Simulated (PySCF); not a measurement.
Compound: C6H7O2PS.
Cartesian coordinates in Å at the GFN2-xTB level; atoms count from 1:
```xyz
17
C6H7O2PS angstrom
C      3.892   -0.179    0.407
O      2.498   -0.178    0.662
C      1.701    0.032   -0.406
O      2.108    0.211   -1.528
C      0.315    0.004    0.019
P     -0.135   -0.265    1.658
C     -1.850   -0.144    1.275
C     -2.217    0.090   -0.013
C     -3.615    0.221   -0.513
S     -0.929    0.246   -1.154
H      4.147   -0.967   -0.305
H      4.203    0.783   -0.007
H      4.376   -0.358    1.364
H     -2.595   -0.252    2.048
H     -3.763    1.198   -0.971
H     -4.324    0.103    0.303
H     -3.819   -0.534   -1.270
```

NICS = −σ at a ghost point: NICS(0) at the centroid of the ring atoms, NICS(1) 1 Å to either side along the normal of their mean plane, zz for the tensor component along that normal. Level: GIAO PBE0/pcSseg-1 (PySCF, non-relativistic, gas phase) on the GFN2-xTB geometry, one conformer.

Ring bond lengths (Å), with Mayer bond orders in brackets: C5–P6 1.722 (1.39), P6–C7 1.761 (1.15), C7–C8 1.360 (1.57), C8–S10 1.729 (1.17), S10–C5 1.726 (1.14).

Problem. What do the NICS probes read (ppm)?

Solution. 
| ring | type | NICS(0) | NICS(1), two faces | NICS(1)zz, two faces | rms pucker (Å) | centre to ring atoms, mean (Å) |
| --- | --- | --- | --- | --- | --- | --- |
| C5–P6–C7–C8–S10 | 5-membered ring with P and S; formal bonds all aromatic | -9.6 | -10.3 / -10.3 | -21.4 / -21.4 | 0.00 | 1.40 |

Problem. What do they say, and how far can they be read as aromaticity?

Solution. 
- C5–P6–C7–C8–S10: mean NICS(1)zz -21.4 ppm, shielded.

Problem. What does the geometric index give? Use HOMA with the parameters of Krygowski (1993).

Solution. 
- C5–P6–C7–C8–S10: HOMA 0.75; the largest term is that of P6–C7, α(R − Ropt)² = 0.48.

Problem. What field does 9.4 T along the ring normal induce along that normal at the second NICS(1) probe listed for ring C5–P6–C7–C8–S10, 1 Å off the ring?

Solution. NICSzz × B0 = -21.4 ppm × 9.4 T = -201 μT, against the applied field.

Problem. Give the inner angles of the rings and the Hirshfeld charges of the ring atoms.

Solution. 
- C5–P6–C7–C8–S10: C5 118.7° (-0.118 e), P6 92.1° (+0.098 e), C7 118.7° (-0.137 e), C8 116.1° (-0.002 e), S10 94.3° (+0.143 e); sum 540.0° against 540° for a flat convex ring.
